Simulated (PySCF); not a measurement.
Ge(H)2(Cl)(OMe) (CH₅ClGeO), SMILES C[O][GeH2][Cl]. Atoms are numbered in the order given.

```xyz
9

Ge     0.4277    -0.2324    -0.5093
Cl     0.8460     1.2224     1.0670
O     -1.0447    -1.1454    -0.0700
C     -2.2676    -0.4465     0.1023
H      1.5524    -1.2845    -0.5493
H      0.1939     0.5832    -1.8086
H     -2.2137     0.2931     0.9333
H     -2.5857     0.0943    -0.8208
H     -3.0531    -1.1895     0.3501
```

Geometry optimised at PBE-D3(BJ)/def2-SVP. This is a generated structure with no PubChem entry under its InChIKey; it may be hypothetical. The values are those of a single conformer.

Computed with PBE0/pcSseg-1 (PySCF).

GIAO shieldings, no solvent; atoms listed in one row are averaged. δ = σ(ref) − σ: ⁷³Ge against GeH4 (σ = 1658.3 ppm); ³⁵Cl against HCl (σ = 945.9 ppm); ¹⁷O against H2O (σ = 334.2 ppm); ¹³C against TMS (σ = 186.3 ppm); ¹H against TMS (σ = 31.56 ppm), references at their B3LYP-D3(BJ)/def2-TZVP geometries, non-relativistic (without spin–orbit terms, shifts of atoms bonded to Cl or Br come out too high).

Estimate the chemical shifts. (The exact figures need the calculation; the answer reports its results.)


```tsv
nucleus	atoms	count	δ (ppm)
⁷³Ge	Ge1	1	361.1
³⁵Cl	Cl2	1	11.5
¹⁷O	O3	1	53.0
¹³C	C4	1	59.5
¹H	H6	1	6.30
¹H	H5	1	6.13
¹H	H7, H8, H9	3	4.25
```
